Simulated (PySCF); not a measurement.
Exercise with solution: refractive index and permittivity of the vapour

C2H7ClOSi, SMILES C[C@@H](O)[SiH2]Cl.

Geometry optimised at r2SCAN-D4/def2-SVP. The structure was generated by enumeration; whether it is a known compound was not checked. One conformer was computed; it need not be the lowest.

PBE/def2-TZVP (PySCF) gives a mean static polarisability of 69.6 bohr³ and a dipole moment of 2.50 D. Take an ideal gas at 298.15 K and 0.01 bar, whether or not the substance is that volatile.

Q: Work out n − 1 in the optical limit and the static ε − 1.

A: 
Polarisability volume α' = 69.6 × 0.148185 = 10.31 Å³. Number density N = p/kT = 2.43e-7 Å⁻³.
Dilute limit of Lorentz–Lorenz: n − 1 = 2π N α' = 1.6e-5.
Orientation term of Debye: μ²/(3kT) = 8.098 Å³ × μ²(D²) = 50.61 Å³.
ε − 1 = 4π N (α' + μ²/3kT) = 0.00019. Orientation of the dipole supplies 83 % of the static response; it can't follow optical fields. Vibrational polarisation and dispersion are left out.
